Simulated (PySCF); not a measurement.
# Distorted geometries of [Dy(H2O)4]3+

[Dy(H2O)4]3+ (singlet in the valence; each metal's 4f electrons, 9 of them, lie in its core potential, out of spins and levels). PySCF 2.14.0, RKS r2SCAN, Dy lcecp-1-SVP with ECP55, O def2-SVP, H def2-SVP; non-relativistic Hamiltonian with scalar-relativistic core potentials where named; density fitting; no spin-orbit coupling. Relaxed geometry:

```xyz
13

Dy    0.0000    0.0000    0.0000
O     1.3162    1.3236    1.3236
H     1.6872    1.1243    2.2159
H     1.6872    2.2159    1.1243
O    -1.3162   -1.3236    1.3236
H    -1.6872   -1.1243    2.2159
H    -1.6872   -2.2159    1.1243
O     1.3162   -1.3236   -1.3236
H     1.6872   -2.2159   -1.1243
H     1.6872   -1.1243   -2.2159
O    -1.3162    1.3236   -1.3236
H    -1.6872    2.2159   -1.1243
H    -1.6872    1.1243   -2.2159
```

Task: Order these distorted geometries by energy above the relaxed one, lowest first.
A.
```xyz
13

Dy    0.0383   -0.0252   -0.0011
O     1.2703    1.3714    1.3609
H     1.6537    1.1204    2.2181
H     1.7251    2.1994    1.1240
O    -1.2917   -1.3535    1.2969
H    -1.6918   -1.1532    2.2321
H    -1.7025   -2.2174    1.1342
O     1.2754   -1.3205   -1.2971
H     1.6877   -2.2263   -1.1440
H     1.6637   -1.0869   -2.2041
O    -1.3050    1.3654   -1.3332
H    -1.6455    2.2169   -1.1380
H    -1.6777    1.1095   -2.2485
```
B.
```xyz
13

Dy   -0.0258    0.0652   -0.0161
O     1.3113    1.3067    1.4282
H     1.6540    1.0995    2.1462
H     1.6997    2.1019    1.0926
O    -1.4025   -1.2039    1.3888
H    -1.5979   -1.1168    2.2533
H    -1.6631   -2.2046    1.2236
O     1.3358   -1.3227   -1.2630
H     1.6583   -2.3061   -1.1866
H     1.7035   -1.0193   -2.2317
O    -1.2815    1.3472   -1.3779
H    -1.7117    2.2102   -1.2069
H    -1.6802    1.0427   -2.2506
```
C.
```xyz
13

Dy    0.0357   -0.2591   -0.0523
O     1.2536    1.2327    1.4754
H     1.8368    1.1794    2.2324
H     1.6077    2.4068    1.0387
O    -1.2332   -1.5437    1.4332
H    -1.8194   -1.1141    2.3014
H    -1.4789   -2.1147    0.9308
O     1.1154   -1.1821   -1.4442
H     1.6670   -2.1087   -1.0399
H     1.8368   -1.2542   -2.1413
O    -1.0786    1.1700   -1.3016
H    -1.9434    2.1711   -1.2094
H    -1.7994    1.4166   -2.2233
```

Result: A (0.25 eV), B (1.67 eV), C (7.83 eV).

Task: Which forces (eV/Å) act in the one that lies 7.83 eV up?

Result: 
```
Dy   -2.05   3.45   4.16
O     0.32   4.46  -4.02
H     0.68  -0.24   1.14
H    -1.48  -4.86   2.00
O     4.81  15.01  11.89
H     1.65  -2.65  -3.40
H    -6.72 -12.58  -8.79
O     6.26  -6.36  -1.39
H    -2.36   2.45  -0.68
H    -0.95   1.30  -0.91
O    -6.92   5.27  -3.38
H     3.41  -2.78   1.51
H     3.37  -2.47   1.87
```
Forces carry noise of the integration grid, about 0.01 to 0.03 eV/Å.

No frequency check is given that shows the relaxed geometry to be a minimum. An lcecp potential fixes the number of 4f electrons, so in runs with it no electron can move into or out of that shell.
